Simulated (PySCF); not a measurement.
Input file for PySCF: D3(BJ) and D4 dispersion corrections on H3Sn (SMILES [SnH3]).

```python
from pyscf import gto
from pyscf.dispersion import dftd3, dftd4

mol = gto.M(
    atom='''
    Sn    0.00000614    0.00000000   -0.43866782
    H     1.62130028   -0.00000000    0.14618763
    H    -0.81065321    1.40407533    0.14619009
    H    -0.81065321   -1.40407533    0.14619009
    ''',
    basis='def2-svp',
    charge=0, spin=1, verbose=0, max_memory=1800)
d3, d4 = {}, {}
for xc in ['hf', 'pbe', 'blyp', 'revpbe', 'tpss', 'r2scan', 'b3lyp', 'pbe0', 'bhlyp', 'camb3lyp', 'b2plyp']:
    d3[xc] = float(dftd3.DFTD3Dispersion(mol, xc=xc, version='d3bj', atm=False).get_dispersion()['energy'])
    print(f'D3(BJ) {xc:10s} {d3[xc]:14.8f} Eh')
for xc in ['hf', 'pbe', 'blyp', 'revpbe', 'tpss', 'r2scan', 'b3lyp', 'pbe0', 'bhlyp', 'camb3lyp', 'b2plyp']:
    d4[xc] = float(dftd4.DFTD4Dispersion(mol, xc={'camb3lyp': 'cam-b3lyp'}.get(xc, xc), atm=True).get_dispersion()['energy'])
    print(f'D4     {xc:10s} {d4[xc]:14.8f} Eh')
```

The log:

```
D3(BJ) hf            -0.01615391 Eh
D3(BJ) pbe           -0.00147254 Eh
D3(BJ) blyp          -0.00338127 Eh
D3(BJ) revpbe        -0.00367069 Eh
D3(BJ) tpss          -0.00188620 Eh
D3(BJ) r2scan        -0.00036818 Eh
D3(BJ) b3lyp         -0.00280049 Eh
D3(BJ) pbe0          -0.00129331 Eh
D3(BJ) bhlyp         -0.00237304 Eh
D3(BJ) camb3lyp      -0.00121868 Eh
D3(BJ) b2plyp        -0.00137107 Eh
D4     hf            -0.00560295 Eh
D4     pbe           -0.00147047 Eh
D4     blyp          -0.00332206 Eh
D4     revpbe        -0.00449951 Eh
D4     tpss          -0.00198346 Eh
D4     r2scan        -0.00031435 Eh
D4     b3lyp         -0.00241873 Eh
D4     pbe0          -0.00121437 Eh
D4     bhlyp         -0.00189816 Eh
D4     camb3lyp      -0.00122760 Eh
D4     b2plyp        -0.00100284 Eh
```

The run finished.

Cost: roughly 0.03 core-seconds.
